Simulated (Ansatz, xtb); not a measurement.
# Ranking isomers of GeH6OP+

6 gas-phase structures of GeH6OP+, found in a search over its isomers (lower ones may exist). Each was relaxed with GFN2-xTB:

A. a singlet given by its coordinates
B. `[PH3+][O][GeH3]`, a singlet
C. `[OH][GeH2][PH3+]`, a singlet
D. `O[PH2+][GeH3]`, a singlet
E. `P[OH+][GeH3]`, a singlet
F. a singlet given by its coordinates

F (Å):

```xyz
9

Ge   -0.1228   -1.7723    0.0434
O    -1.7030   -0.3878   -0.5575
P     0.4377   -2.4955   -2.0630
H    -1.7119    0.1190   -1.3797
H    -2.2552    0.0594    0.0976
H    -1.1265   -2.4117    0.9964
H     0.5915   -0.6794    0.8395
H     0.4343   -3.8378   -1.6549
H     1.8076   -2.3315   -1.8040
```

Close contacts (Å): Ge1–O2 2.19, Ge1–P3 2.30, Ge1–H6 1.52, Ge1–H7 1.53, O2–H4 0.97, O2–H5 0.97, P3–H8 1.40, P3–H9 1.40.

A (Å):

```xyz
9

Ge   -1.5266   -2.3156   -1.3648
O    -1.3761   -0.0898   -1.4572
P     0.6843   -2.4259   -0.1833
H    -1.8448    0.4460   -0.8040
H    -1.3381    0.4041   -2.2868
H    -1.9960   -2.0360    0.1606
H     0.7693   -3.6114    0.5235
H     1.0604   -1.5685    0.8341
H     1.8998   -2.5111   -0.8398
```

Close contacts (Å): Ge1–O2 2.23, Ge1–P3 2.51, Ge1–H6 1.62, O2–H4 0.97, O2–H5 0.97, P3–H7 1.38, P3–H8 1.38, P3–H9 1.38.

Q: Make a reasoned guess at their ranking by r2SCAN-D4/def2-SVP//GFN2-xTB single-point energy.

A: Calculated order at r2SCAN-D4/def2-SVP//GFN2-xTB: C (0.0), F (5.3), A (11.7), B (14.5), D (32.5), E (65.4) kJ/mol. Less than 1 kcal/mol parts A and B, so the order within that pair means little. CCSD(T)/def2-TZVP after further relaxation puts B lowest instead.

Energies above the lowest of each column, in kJ/mol; the last columns are at r2SCAN-D4/def2-SVP geometries (a dash: not run or not comparable):

| structure | GFN2-xTB | HF/STO-3G | r2SCAN-D4/def2-SVP//GFN2-xTB | r2SCAN-D4/def2-SVP | CCSD(T)/def2-TZVP |
| --- | --- | --- | --- | --- | --- |
| C | 48.9 | 0.0 | 0.0 | 0.0 | 18.9 |
| F | 61.5 | 38.4 | 5.3 | 0.2 | 30.6 |
| A | 0.0 | 129.5 | 11.7 | 12.5 | 52.6 |
| B | 12.1 | 186.4 | 14.5 | 8.9 | 0.0 |
| D | 42.8 | 74.3 | 32.5 | 33.5 | – |
| E | 85.7 | 17.8 | 65.4 | 66.6 | – |

CCSD(T)/def2-TZVP puts B lowest of those it was run on; GFN2-xTB picks A, HF/STO-3G picks C, r2SCAN-D4/def2-SVP//GFN2-xTB picks C, r2SCAN-D4/def2-SVP picks C. CCSD(T)/def2-TZVP orders those it was run on as B (0.0), C (18.9), F (30.6), A (52.6) kJ/mol. Flexible structures stand in one conformer each, not always the lowest. Frequencies (r2SCAN-D4/def2-SVP) were run for A, B, C, F alone.

Over these structures GFN2-xTB departs from r2SCAN-D4/def2-SVP//GFN2-xTB by 21.5 kJ/mol on average once a common shift is removed. A GFN2-xTB relaxation took about 0.22 s and the r2SCAN-D4/def2-SVP//GFN2-xTB energy about 1.9 s on a shared host (Ansatz 0.2.0, xtb 6.7.1).
